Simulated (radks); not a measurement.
The numbers below are computed, except where a source is named.
Problem. Bi II, 82 electrons, occupied as [Xe] 4f14 5d10 6s1 6p3 (not the ground configuration). Code: a radial shooting solver on a logarithmic mesh with Libxc functionals. Model: Dirac Kohn-Sham, LDA (Slater exchange, Perdew-Wang correlation), spin-unpolarised, spherical densities, point nucleus; open shells are shared between the two j in proportion to 2j + 1. Some entries of the table are withheld. Estimate them.

orbital,occ.,eigenvalue (Ry),<r^2> (bohr^2),r(max) (bohr)
1s1/2,2,-6648.838,0.0003464,0.009658
2s1/2,2,-1194.230,0.005190,0.05643
2p1/2,2,-1147.620,0.003645,0.04119
2p3/2,4,-977.2675,0.004825,0.04903
3s1/2,2,-288.7563,0.03363,0.1588
3p1/2,2,-267.6769,0.03052,0.1478
3p3/2,4,-229.5416,0.03684,0.1637
3d3/2,4,-194.9357,0.02803,0.1269
3d5/2,6,-186.8465,0.02974,0.1312
4s1/2,2,-66.77502,0.1607,0.3564
4p1/2,2,-57.61628,0.1627,0.3537
4p3/2,4,-48.19901,0.1937,0.3858
4d3/2,4,-33.28790,0.2002,0.3764
4d5/2,6,-31.53046,0.2108,0.3861
5s1/2,2,-12.30510,0.7733,0.7708
4f5/2,6,-12.15658,(1),(2)
4f7/2,8,-11.75271,(3),(4)
5p1/2,2,-9.11807,0.8809,(5)
5p3/2,4,-7.28636,1.070,(6)
5d3/2,4,-2.84266,1.675,1.016
5d5/2,6,-2.61857,1.797,1.047
6s1/2,1,-1.72307,4.955,1.843
6p1/2,1,-1.05044,(7),(8)
6p3/2,2,-0.86741,(9),(10)

Solution. 
(1) 4f5/2 <r^2> (bohr^2): 0.2292
(2) 4f5/2 r(max) (bohr): 0.3394
(3) 4f7/2 <r^2> (bohr^2): 0.2356
(4) 4f7/2 r(max) (bohr): 0.3438
(5) 5p1/2 r(max) (bohr): 0.8059
(6) 5p3/2 r(max) (bohr): 0.8826
(7) 6p1/2 <r^2> (bohr^2): 7.181
(8) 6p1/2 r(max) (bohr): 2.142
(9) 6p3/2 <r^2> (bohr^2): 9.040
(10) 6p3/2 r(max) (bohr): 2.408
